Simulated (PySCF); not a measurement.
Isomers of C5H6F4O2.

All values: PBE0/pcSseg-1 (PySCF) at GFN2-xTB geometries, gas phase, one conformer each.

(1) Rank by LUMO energy, highest first.
A. `[F:1][C:2]([F:3])([F:4])[C@:5]1([F:6])[CH2:7][O:8][CH2:9][CH2:10][O:11]1` with C2–C5–C7–O8 -170°, C5–C7–O8–C9 54°, C7–O8–C9–C10 -60°, O8–C9–C10–O11 59°
B. `[F:1][CH:2]([F:3])[O:4][C@@H:5]([F:6])[C@@H:7]1[O:8][CH2:9][C@H:10]1[F:11]` with F1–C2–O4–C5 69°, C2–O4–C5–F6 63°, O4–C5–C7–O8 145°
C. `[CH3:1][O:2][C@H:3]([CH2:4][C:5](=[O:6])[F:7])[C:8]([F:9])([F:10])[F:11]` with C1–O2–C3–C4 -142°, O2–C3–C4–C5 76°, C3–C4–C5–O6 10°

(2) Rank by the lowest Hirshfeld charge on any atom, highest value first.
A. `[CH3:1][O:2][C@H:3]([CH2:4][C:5](=[O:6])[F:7])[C:8]([F:9])([F:10])[F:11]` with C1–O2–C3–C4 -142°, O2–C3–C4–C5 76°, C3–C4–C5–O6 10°
B. `[F:1][CH:2]([F:3])[O:4][C@@H:5]([F:6])[C@@H:7]1[O:8][CH2:9][C@H:10]1[F:11]` with F1–C2–O4–C5 69°, C2–O4–C5–F6 63°, O4–C5–C7–O8 145°
C. `[F:1][C:2]([F:3])([F:4])[C@H:5]1[CH2:6][O:7][C@@H:8]([F:9])[O:10][CH2:11]1` with C2–C5–C6–O7 176°, C5–C6–O7–C8 -55°, C6–O7–C8–F9 -67°, O7–C8–O10–C11 -55°

(3) Rank by HOMO energy, highest first.
A. `[CH3:1][O:2][C@H:3]([CH2:4][C:5](=[O:6])[F:7])[C:8]([F:9])([F:10])[F:11]` with C1–O2–C3–C4 -142°, O2–C3–C4–C5 76°, C3–C4–C5–O6 10°
B. `[F:1][CH:2]([F:3])[O:4][C@@H:5]([F:6])[C@@H:7]1[O:8][CH2:9][C@H:10]1[F:11]` with F1–C2–O4–C5 69°, C2–O4–C5–F6 63°, O4–C5–C7–O8 145°
C. `[F:1][C:2]([F:3])([F:4])[C@H:5]1[CH2:6][O:7][C@@H:8]([F:9])[O:10][CH2:11]1` with C2–C5–C6–O7 176°, C5–C6–O7–C8 -55°, C6–O7–C8–F9 -67°, O7–C8–O10–C11 -55°
D. `[F:1][C:2]([F:3])([F:4])[C@:5]1([F:6])[CH2:7][O:8][CH2:9][CH2:10][O:11]1` with C2–C5–C7–O8 -170°, C5–C7–O8–C9 54°, C7–O8–C9–C10 -60°, O8–C9–C10–O11 59°

## Answers

(1) A (1.25 eV), B (1.12 eV), C (-0.67 eV).

(2) C (-0.141 e), B (-0.164 e), A (-0.211 e).

(3) D (-7.89 eV), B (-8.15 eV), A (-8.34 eV), C (-8.67 eV).

All values together:

| SMILES | μ (D) | HOMO (eV) | LUMO (eV) | lowest IAO charge (e) | highest IAO charge (e) | lowest Hirshfeld charge (e) | highest Hirshfeld charge (e) |
| --- | --- | --- | --- | --- | --- | --- | --- |
| FC(F)O[C@@H](F)[C@@H]1OC[C@H]1F | 1.24 | -8.15 | 1.12 | -0.419 (O) | +0.609 (C) | -0.164 (O) | +0.205 (C) |
| FC(F)(F)[C@]1(F)COCCO1 | 3.02 | -7.89 | 1.25 | -0.383 (O) | +0.798 (C) | -0.142 (O) | +0.246 (C) |
| FC(F)(F)[C@H]1CO[C@@H](F)OC1 | 0.96 | -8.67 | 1.36 | -0.378 (O) | +0.808 (C) | -0.141 (O) | +0.267 (C) |
| CO[C@H](CC(=O)F)C(F)(F)F | 0.86 | -8.34 | -0.67 | -0.389 (O) | +0.793 (C) | -0.211 (O) | +0.253 (C) |

Conformers: `[F:1][CH:2]([F:3])[O:4][C@@H:5]([F:6])[C@@H:7]1[O:8][CH2:9][C@H:10]1[F:11]` with F1–C2–O4–C5 69°, C2–O4–C5–F6 63°, O4–C5–C7–O8 145°; `[F:1][C:2]([F:3])([F:4])[C@:5]1([F:6])[CH2:7][O:8][CH2:9][CH2:10][O:11]1` with C2–C5–C7–O8 -170°, C5–C7–O8–C9 54°, C7–O8–C9–C10 -60°, O8–C9–C10–O11 59°; `[F:1][C:2]([F:3])([F:4])[C@H:5]1[CH2:6][O:7][C@@H:8]([F:9])[O:10][CH2:11]1` with C2–C5–C6–O7 176°, C5–C6–O7–C8 -55°, C6–O7–C8–F9 -67°, O7–C8–O10–C11 -55°; `[CH3:1][O:2][C@H:3]([CH2:4][C:5](=[O:6])[F:7])[C:8]([F:9])([F:10])[F:11]` with C1–O2–C3–C4 -142°, O2–C3–C4–C5 76°, C3–C4–C5–O6 10°.
